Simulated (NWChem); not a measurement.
System: PbHCl, singlet; SMILES [Cl][PbH]

Here is an NWChem input.

```
start job
memory heap 200 mb stack 900 mb global 1100 mb
geometry units angstroms noautoz
  Pb     0.039700     0.435246     0.000000
  H     -1.815097     0.605260     0.000000
  Cl    -0.012253    -2.054179     0.000000
end
basis spherical
  Pb library def2-svp
  H library def2-svp
  Cl library def2-svp
end
ecp
  Pb library def2-ecp
end
dft
  xc becke97-2
  iterations 150
  mulliken
end
task dft energy
```

NWChem printed, in part:

```
             Northwest Computational Chemistry Package (NWChem) 7.3.0
             --------------------------------------------------------

 CS  symmetry detected

                             Geometry "geometry" -> ""
                             -------------------------

 Output coordinates in angstroms (scale by  1.889725989 to convert to a.u.)

  No.       Tag          Charge          X              Y              Z
 ---- ---------------- ---------- -------------- -------------- --------------
    1 Pb                  82.0000     0.02069188     0.42188332     0.00000000
    2 H                    1.0000    -1.83656812     0.56246050     0.00000000
    3 Cl                  17.0000     0.00822550    -2.06805253     0.00000000

 Effective nuclear repulsion energy (a.u.)     322.3552159248

      Symmetry information
      --------------------

 Group name             Cs
 Group number              2
 Group order               2
 No. of unique centers     3

                                 NWChem DFT Module
                                 -----------------

 Summary of "ao basis" -> "ao basis" (spherical)
 ------------------------------------------------------------------------------
       Tag                 Description            Shells   Functions and Types
 ---------------- ------------------------------  ------  ---------------------
 Pb                         def2-svp                10       26   4s4p2d
 H                          def2-svp                 3        5   2s1p
 Cl                         def2-svp                 8       18   4s3p1d

      Symmetry analysis of basis
      --------------------------

        a'         35
        a"         14

            General Information
            -------------------
          SCF calculation type: DFT
          Wavefunction type:  closed shell.
          No. of atoms     :     3
          No. of electrons :    40
           Alpha electrons :    20
            Beta electrons :    20
          Charge           :     0
          Spin multiplicity:     1
          Use of symmetry is: on ; symmetry adaption is: on
          Maximum number of iterations: 150
          AO basis - number of functions:    49
                     number of shells:    21
          Convergence on energy requested:  1.00D-06
          Convergence on density requested:  1.00D-05
          Convergence on gradient requested:  5.00D-04

              XC Information
              --------------
                   Becke 97-2 Method XC Functional
                     Hartree-Fock (Exact) Exchange  0.210
                 Becke 1997-2  Exchange Functional  1.000
                Becke 1997-2 Correlation Potential  1.000

             Grid Information
             ----------------
          Grid used for XC integration:  medium
          Radial quadrature: Mura-Knowles
          Angular quadrature: Lebedev.
          Tag              B.-S. Rad. Rad. Pts. Rad. Cut. Ang. Pts.
          ---              ---------- --------- --------- ---------
          Pb                  1.80      123           8.0       590
          H                   0.35       45           8.0       434
          Cl                  1.00       88           9.0       590
          Grid pruning is: on
          Number of quadrature shells:   256
          Spatial weights used:  Erf1

      Superposition of Atomic Density Guess
      -------------------------------------

 Sum of atomic energies:        -679.18289148

      Non-variational initial energy
      ------------------------------

 Total energy =    -651.564178
 1-e energy   =   -1147.941360
 2-e energy   =     407.842893
 HOMO         =      -0.248374
 LUMO         =      -0.059254

      Symmetry analysis of molecular orbitals - initial
      -------------------------------------------------

  Numbering of irreducible representations:

     1 a'          2 a"

  Orbital symmetries:

     1 a'          2 a'          3 a'          4 a'          5 a"
     6 a'          7 a'          8 a'          9 a"         10 a'
    11 a'         12 a'         13 a"         14 a"         15 a'
    16 a'         17 a'         18 a"         19 a'         20 a'
    21 a"         22 a'         23 a'         24 a'         25 a'
    26 a'         27 a"         28 a"         29 a'         30 a"

     ---------------------------------------------
      Total Density - Mulliken Population Analysis
     ---------------------------------------------

    Atom       Charge   Shell Charges
 -----------   ------   -------------------------------------------------------
    1 Pb  22    21.02   2.99 -0.95  1.20  0.68  3.37  2.62  0.62  0.44  9.73  0.31
    2 H    1     1.31   0.70  0.60  0.01
    3 Cl  17    17.68   2.00  1.99  1.24  0.74  5.94  2.22  3.55  0.01

   convergence    iter        energy       DeltaE   RMS-Dens  Diis-err
 ---------------- ----- ----------------- --------- --------- ---------
 d= 0,ls=0.0,diis     1   -653.7511029230 -7.42D+02  3.22D-02  2.25D-01
 d= 0,ls=0.0,diis     2   -653.6734825152  7.76D-02  1.73D-02  6.50D-01
 d= 0,ls=0.0,diis     3   -653.7943211720 -1.21D-01  2.72D-03  8.66D-03
 d= 0,ls=0.0,diis     4   -653.7955736852 -1.25D-03  1.07D-03  1.60D-03
 d= 0,ls=0.0,diis     5   -653.7958448569 -2.71D-04  1.29D-04  9.69D-06
  Resetting Diis
 d= 0,ls=0.0,diis     6   -653.7958469131 -2.06D-06  3.46D-05  1.77D-06
 d= 0,ls=0.0,diis     7   -653.7958472965 -3.83D-07  9.72D-06  3.75D-08

         Total DFT energy =     -653.795847296481
      One electron energy =    -1149.545982419463
           Coulomb energy =      452.172048044986
    Exchange-Corr. energy =      -44.956201347299
 Nuclear repulsion energy =       88.534288425295

 Numeric. integr. density =       39.999987609635

                  Occupations of the irreducible representations
                  ----------------------------------------------

[...]
```

Level: B97-2/def2-SVP with def2 effective core potentials on Pb. Low-valent species are run as closed-shell singlets; no triplet was tried in these runs. Geometry: optimised at PBE0/def2-SVP. def2 effective core potentials on Pb; no spin-orbit coupling.
